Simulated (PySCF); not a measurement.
Basis-set dependence of population analyses: `C=CBOC`

Compound: C3H7BO.
Z-matrix (Å and degrees, PBE0-D3(BJ)/def2-SVP geometry), rows numbered from 1:
```
C 
C   1  1.3414
B   2  1.5514  1  121.50
O   3  1.3476  2  119.27  1   179.96
C   4  1.4020  3  123.16  2  -179.49
H   1  1.0962  2  120.97  3     0.13
H   1  1.0957  2  122.88  3  -179.86
H   2  1.0976  1  118.61  3   179.83
H   3  1.2189  2  121.10  1     0.06
H   5  1.1014  4  109.48  3   120.21
H   5  1.1012  4  109.48  3  -121.47
H   5  1.1028  4  111.76  3    -0.60
```

PBE0 throughout (PySCF), one geometry, spherical d and f functions. One conformer (not necessarily the lowest) at the PBE0-D3(BJ)/def2-SVP geometry, without solvent, vibrations or thermal averaging. The first 7 of 10 kinds of atom are listed.

Mulliken charges (e):

```tsv
basis	functions	C1	C2	B3	O4	C5	H6	H7
STO-3G	32	-0.150	-0.184	+0.236	-0.224	-0.122	+0.082	+0.078
6-31G	59	-0.349	-0.276	+0.427	-0.522	-0.227	+0.165	+0.161
pcSseg-0	59	-0.378	-0.623	+0.624	-0.641	-0.310	+0.221	+0.224
6-31G*	84	-0.376	-0.233	+0.284	-0.381	-0.270	+0.177	+0.173
cc-pVDZ	105	-0.049	-0.092	+0.079	-0.154	+0.069	+0.048	+0.046
def2-SVP	105	-0.073	-0.086	+0.066	-0.228	+0.120	+0.059	+0.055
6-311+G(2d,p)	177	-0.271	-0.227	+0.557	-0.495	-0.336	+0.117	+0.122
aug-cc-pVDZ	178	+0.542	+0.654	-0.034	-0.525	+0.946	-0.446	-0.342
def2-TZVP	197	-0.209	-0.217	+0.137	-0.232	-0.190	+0.132	+0.130
IGLO-III	245	-0.200	-0.280	+0.448	-0.358	-0.194	+0.110	+0.113
cc-pVTZ	248	-0.220	-0.168	+0.086	-0.157	-0.095	+0.120	+0.123
```

IAO charges (e):

| basis | functions | C1 | C2 | B3 | O4 | C5 | H6 | H7 |
| --- | --- | --- | --- | --- | --- | --- | --- | --- |
| STO-3G | 32 | -0.226 | -0.272 | +0.174 | -0.216 | -0.248 | +0.130 | +0.132 |
| 6-31G | 59 | -0.254 | -0.273 | +0.216 | -0.335 | -0.234 | +0.148 | +0.151 |
| pcSseg-0 | 59 | -0.240 | -0.271 | +0.201 | -0.324 | -0.215 | +0.142 | +0.146 |
| 6-31G* | 84 | -0.239 | -0.280 | +0.247 | -0.352 | -0.194 | +0.143 | +0.145 |
| cc-pVDZ | 105 | -0.242 | -0.277 | +0.230 | -0.344 | -0.192 | +0.144 | +0.146 |
| def2-SVP | 105 | -0.233 | -0.274 | +0.230 | -0.341 | -0.183 | +0.140 | +0.142 |
| 6-311+G(2d,p) | 177 | -0.252 | -0.284 | +0.241 | -0.360 | -0.202 | +0.149 | +0.152 |
| aug-cc-pVDZ | 178 | -0.252 | -0.281 | +0.236 | -0.356 | -0.200 | +0.149 | +0.152 |
| def2-TZVP | 197 | -0.251 | -0.284 | +0.244 | -0.361 | -0.199 | +0.149 | +0.151 |
| IGLO-III | 245 | -0.253 | -0.284 | +0.243 | -0.361 | -0.202 | +0.149 | +0.152 |
| cc-pVTZ | 248 | -0.251 | -0.284 | +0.243 | -0.359 | -0.201 | +0.149 | +0.151 |

Hirshfeld charges (e):

| basis | functions | C1 | C2 | B3 | O4 | C5 | H6 | H7 |
| --- | --- | --- | --- | --- | --- | --- | --- | --- |
| STO-3G | 32 | -0.038 | -0.092 | +0.129 | -0.104 | +0.054 | +0.025 | +0.025 |
| 6-31G | 59 | -0.065 | -0.113 | +0.147 | -0.162 | -0.007 | +0.045 | +0.046 |
| pcSseg-0 | 59 | -0.059 | -0.115 | +0.144 | -0.144 | -0.010 | +0.043 | +0.045 |
| 6-31G* | 84 | -0.064 | -0.115 | +0.151 | -0.154 | -0.009 | +0.046 | +0.047 |
| cc-pVDZ | 105 | -0.062 | -0.120 | +0.148 | -0.137 | -0.022 | +0.046 | +0.047 |
| def2-SVP | 105 | -0.064 | -0.122 | +0.153 | -0.143 | -0.022 | +0.046 | +0.047 |
| 6-311+G(2d,p) | 177 | -0.068 | -0.128 | +0.169 | -0.167 | -0.025 | +0.048 | +0.050 |
| aug-cc-pVDZ | 178 | -0.072 | -0.128 | +0.168 | -0.160 | -0.033 | +0.049 | +0.051 |
| def2-TZVP | 197 | -0.069 | -0.126 | +0.166 | -0.161 | -0.029 | +0.048 | +0.050 |
| IGLO-III | 245 | -0.071 | -0.127 | +0.169 | -0.162 | -0.033 | +0.049 | +0.051 |
| cc-pVTZ | 248 | -0.069 | -0.125 | +0.165 | -0.155 | -0.030 | +0.048 | +0.050 |

ESP-fitted charges (e):

| basis | functions | C1 | C2 | B3 | O4 | C5 | H6 | H7 |
| --- | --- | --- | --- | --- | --- | --- | --- | --- |
| STO-3G | 32 | -0.170 | -0.271 | +0.429 | -0.229 | -0.212 | +0.069 | +0.105 |
| 6-31G | 59 | -0.270 | -0.379 | +0.614 | -0.484 | -0.009 | +0.125 | +0.164 |
| pcSseg-0 | 59 | -0.295 | -0.402 | +0.638 | -0.474 | -0.089 | +0.139 | +0.176 |
| 6-31G* | 84 | -0.282 | -0.326 | +0.489 | -0.347 | -0.095 | +0.133 | +0.162 |
| cc-pVDZ | 105 | -0.257 | -0.317 | +0.453 | -0.333 | -0.060 | +0.123 | +0.152 |
| def2-SVP | 105 | -0.243 | -0.343 | +0.496 | -0.367 | -0.033 | +0.117 | +0.150 |
| 6-311+G(2d,p) | 177 | -0.310 | -0.360 | +0.511 | -0.339 | -0.160 | +0.145 | +0.178 |
| aug-cc-pVDZ | 178 | -0.287 | -0.363 | +0.517 | -0.334 | -0.147 | +0.136 | +0.169 |
| def2-TZVP | 197 | -0.303 | -0.348 | +0.503 | -0.334 | -0.145 | +0.141 | +0.174 |
| IGLO-III | 245 | -0.293 | -0.359 | +0.512 | -0.338 | -0.137 | +0.138 | +0.171 |
| cc-pVTZ | 248 | -0.286 | -0.346 | +0.501 | -0.332 | -0.136 | +0.135 | +0.167 |

Problem. Which scheme is steadiest as the basis changes?

Solution. Largest range over the bases for any column: Hirshfeld 0.09 e, IAO 0.14 e, ESP-fitted 0.26 e, Mulliken 1.28 e. Hirshfeld charges move least and Mulliken charges most, counted in e. Without the minimal STO-3G basis the ranges are Hirshfeld 0.03, IAO 0.05, ESP-fitted 0.19, Mulliken 1.28 e.

Problem. How much do the charges still move between the two largest bases, IGLO-III and cc-pVTZ?

Solution. At most, over all atoms: Mulliken 0.363 e, IAO 0.002 e, Hirshfeld 0.007 e, ESP-fitted 0.013 e.

Problem. What do the same runs give for the total energy, the frontier levels and the dipole moment?

Solution. 
```csv
basis,energy (Eh),HOMO (eV),LUMO (eV),μ (D)
STO-3G,-215.6116,-5.59,2.08,1.26
6-31G,-218.2874,-7.59,-0.69,1.11
pcSseg-0,-217.8610,-7.85,-0.89,1.29
6-31G*,-218.3450,-7.56,-0.64,0.83
cc-pVDZ,-218.3618,-7.70,-0.84,0.85
def2-SVP,-218.1917,-7.76,-0.90,0.92
"6-311+G(2d,p)",-218.4154,-7.86,-1.09,0.80
aug-cc-pVDZ,-218.3743,-7.84,-1.09,0.78
def2-TZVP,-218.4332,-7.84,-1.04,0.78
IGLO-III,-218.4394,-7.85,-1.08,0.80
cc-pVTZ,-218.4282,-7.82,-1.00,0.77
```

The dipole is fixed by the density alone, so its range of 0.52 D shows that the density itself changes with the basis, not only its division among atoms.
